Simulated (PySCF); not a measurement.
Species: C2H5ClO2Si.
Numbering: `[Cl:1][SiH:2]1[O:3][CH2:4][CH2:5][O:6]1` (hydrogens: H7 on Si2; H8, H9 on C4; H10, H11 on C5)

The same species was optimised twice, with GFN2-xTB and with PBE0-D3(BJ)/def2-SVP (PySCF), and the same property calculations (PySCF, gas phase) were run on both structures.

```json
{"coordinate": "Cl1–Si2 (Å)", "GFN2-xTB": "1.984", "PBE0-D3(BJ)/def2-SVP": "2.051", "change": "+0.067"}
{"coordinate": "Si2–O6 (Å)", "GFN2-xTB": "1.636", "PBE0-D3(BJ)/def2-SVP": "1.664", "change": "+0.028"}
{"coordinate": "Si2–O3 (Å)", "GFN2-xTB": "1.636", "PBE0-D3(BJ)/def2-SVP": "1.664", "change": "+0.028"}
{"coordinate": "O3–C4 (Å)", "GFN2-xTB": "1.401", "PBE0-D3(BJ)/def2-SVP": "1.418", "change": "+0.017"}
{"coordinate": "C5–O6 (Å)", "GFN2-xTB": "1.402", "PBE0-D3(BJ)/def2-SVP": "1.419", "change": "+0.017"}
{"coordinate": "C4–C5 (Å)", "GFN2-xTB": "1.546", "PBE0-D3(BJ)/def2-SVP": "1.537", "change": "-0.009"}
{"coordinate": "Si2–O6–C5 (°)", "GFN2-xTB": "112.4", "PBE0-D3(BJ)/def2-SVP": "108.7", "change": "-3.7"}
{"coordinate": "Si2–O3–C4 (°)", "GFN2-xTB": "111.4", "PBE0-D3(BJ)/def2-SVP": "109.8", "change": "-1.6"}
{"coordinate": "Cl1–Si2–O3 (°)", "GFN2-xTB": "111.2", "PBE0-D3(BJ)/def2-SVP": "110.3", "change": "-0.9"}
{"coordinate": "C4–C5–O6 (°)", "GFN2-xTB": "108.0", "PBE0-D3(BJ)/def2-SVP": "107.2", "change": "-0.8"}
{"coordinate": "O3–Si2–O6 (°)", "GFN2-xTB": "96.6", "PBE0-D3(BJ)/def2-SVP": "97.4", "change": "+0.8"}
{"coordinate": "Cl1–Si2–O6 (°)", "GFN2-xTB": "113.8", "PBE0-D3(BJ)/def2-SVP": "113.2", "change": "-0.6"}
{"coordinate": "O3–C4–C5 (°)", "GFN2-xTB": "108.0", "PBE0-D3(BJ)/def2-SVP": "107.6", "change": "-0.4"}
```

Rotational constants: A = 5494, B = 1679, C = 1472 MHz (GFN2-xTB) against A = 4944, B = 1680, C = 1508 MHz (PBE0-D3(BJ)/def2-SVP). Point groups within 0.08 Å: C1 and C1.

On the GFN2-xTB structure: HOMO (eV) -8.21 [PBE0/pcSseg-1]; LUMO (eV) 0.94 [PBE0/pcSseg-1]; dipole (D) 2.23 [PBE0/pcSseg-1]; GIAO shielding of Cl1 (ppm) 881.9 [PBE0/pcSseg-1]; GIAO shielding of Si2 (ppm) 358.1 [PBE0/pcSseg-1]; GIAO shielding of O3/O6 (mean) (ppm) 281.7 [PBE0/pcSseg-1]; GIAO shielding of C4/C5 (mean) (ppm) 121.2 [PBE0/pcSseg-1].

**Question.** What do these properties become on the PBE0-D3(BJ)/def2-SVP structure?

**Answer.** 
```tsv
property	level	on GFN2-xTB	on PBE0-D3(BJ)/def2-SVP	change
HOMO (eV)	PBE0/pcSseg-1	-8.21	-8.34	-0.13
LUMO (eV)	PBE0/pcSseg-1	0.94	0.79	-0.15
dipole (D)	PBE0/pcSseg-1	2.23	2.42	+0.19
energy, GFN2-xTB geometry as zero (kcal/mol)	PBE0/pcSseg-1	0.0	-3.5	-3.5
GIAO shielding of Cl1 (ppm)	PBE0/pcSseg-1	881.9	849.9	-32.0
GIAO shielding of Si2 (ppm)	PBE0/pcSseg-1	358.1	354.4	-3.7
GIAO shielding of O3/O6 (mean) (ppm)	PBE0/pcSseg-1	281.7	270.0	-11.7
GIAO shielding of C4/C5 (mean) (ppm)	PBE0/pcSseg-1	121.2	117.9	-3.3
```

The heavy atoms differ by 0.129 Å rms after alignment. Among bonds between heavy atoms Cl1–Si2 changes most (+0.067 Å). Changes are differences of the printed values. Neither structure is proved a minimum here.
